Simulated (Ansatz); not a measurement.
Ansatz (an electronic-structure program) input (PBE0/def2-TZVPD):

Ansatz 0.2 input:
```yaml
crystal:
  periodic: [false, false, false]
  atoms:
    - {symbol: P, position_ang: [2.18349511, -0.07863570, 0.60063174]}
    - {symbol: Si, position_ang: [-0.00254847, 0.00473335, 0.00027104]}
    - {symbol: P, position_ang: [-0.42621060, 1.81954680, -1.29067948]}
    - {symbol: P, position_ang: [-0.40563429, -1.91703568, -1.13580070]}
    - {symbol: P, position_ang: [-1.19585741, 0.07513590, 1.92783633]}
    - {symbol: H, position_ang: [2.65438516, 0.21133560, -0.70667566]}
    - {symbol: H, position_ang: [2.22669273, 1.27727215, 1.01921347]}
    - {symbol: H, position_ang: [0.19768587, 1.28637818, -2.44962989]}
    - {symbol: H, position_ang: [-1.72402615, 1.38814013, -1.67425757]}
    - {symbol: H, position_ang: [-1.81113478, -1.72240081, -1.16028962]}
    - {symbol: H, position_ang: [-0.43958423, -2.74050834, 0.02017279]}
    - {symbol: H, position_ang: [-0.97435997, 1.45962610, 2.15654844]}
    - {symbol: H, position_ang: [-2.43087254, 0.28872039, 1.26130504]}
basis:
  gaussian:
    orbitals: def2-TZVPD
hamiltonian:
  xc: {name: PBE0}
total_charge: 1
magnetization: {spin_polarized: true, initial_magnetization: 1}
```

Output:

```
Functional definition: PBE0
integrals: 0.40 GiB planned
1872 factors; their error is unknown
0.45 GiB of the device are held for the grids
2.46 GiB of device memory are held for the factors and their scratch space
mean field: 2.43 GiB planned
mean field evaluation 1: about -45136.2035 eV, gradient 2.0e1 eV
mean field evaluation 2: about -45136.0632 eV, gradient 2.1e1 eV
mean field evaluation 4: about -45138.8449 eV, gradient 1.3e0 eV
mean field evaluation 8: about -45138.8625 eV, gradient 1.1e-1 eV
mean field evaluation 16: about -45138.9721 eV, gradient 2.3e-2 eV
mean field evaluation 32: about -45138.9722 eV, gradient 8.0e-5 eV
mean field evaluation 64: about -45138.8698 eV, gradient 3.4e-1 eV
mean field -45138.97217665 eV, -1658.8266311976 hartree, gradient 8.9e-6 eV, S^2 0.761962; 8 other end points of the search recorded, 0 dependent functions left out
reference -45138.97221532 eV, -1658.8266326187 hartree; 41, 40 occupied and 246, 247 virtual orbitals, 1872 factors
Total energy: -45138.97221532 eV, -1658.8266326187 hartree
```

This state (charge 1, doublet) is run at the relaxed geometry of the species with charge 0 and multiplicity 1.
